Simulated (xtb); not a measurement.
Te(SMe)(OSiH3) (CH₆OSSiTe), SMILES CS[Te]O[SiH3]. All values are semi-empirical tight-binding results from xtb (GFN2-xTB unless named), good for trends rather than for accurate numbers. Coordinates come from a GFN2-xTB optimisation. The structure was generated by enumeration, and PubChem lists no compound with its InChIKey, so it may never have been made. Other conformers were not sampled.

Optimised geometry:

Bond lengths (Å): Te1–S2 2.351, Te1–O7 1.996, S2–C3 1.828, C3–H4 1.085, C3–H5 1.085, C3–H6 1.085, O7–Si8 1.626, Si8–H9 1.464, Si8–H10 1.456, Si8–H11 1.462. Bond angles (°): S2–Te1–O7 97.4, Te1–S2–C3 103.3, S2–C3–H4 109.1, S2–C3–H5 106.3, S2–C3–H6 110.0, H4–C3–H5 110.1, H4–C3–H6 111.0, H5–C3–H6 110.2, Te1–O7–Si8 131.3, O7–Si8–H9 110.0, O7–Si8–H10 98.1, O7–Si8–H11 110.4, H9–Si8–H10 113.3, H9–Si8–H11 109.6, H10–Si8–H11 114.9.

Computed properties:
```yaml
orbital_gap: 3.37 eV
zero_point_energy: 41.1 kcal/mol
G − E(el) at 298.15 K (modified RRHO): 18.3 kcal/mol
static polarisability (D4 model): 107.0 bohr³
solvation energy, GFN2-xTB/ALPB(water): -1.5 kcal/mol
solvation energy, GFN2-xTB/ALPB(ether): -7.1 kcal/mol
```

Computed atomic charges and the Wiberg bond orders between heavy atoms:
charges (e) Te1 0.19, S2 -0.14, C3 -0.06, H4 0.07, H5 0.07, H6 0.06, O7 -0.44, Si8 0.52, H9 -0.09, H10 -0.08, H11 -0.09. Bond orders Te1–S2 1.24, S2–C3 0.99, Te1–O7 1.05, O7–Si8 1.08.
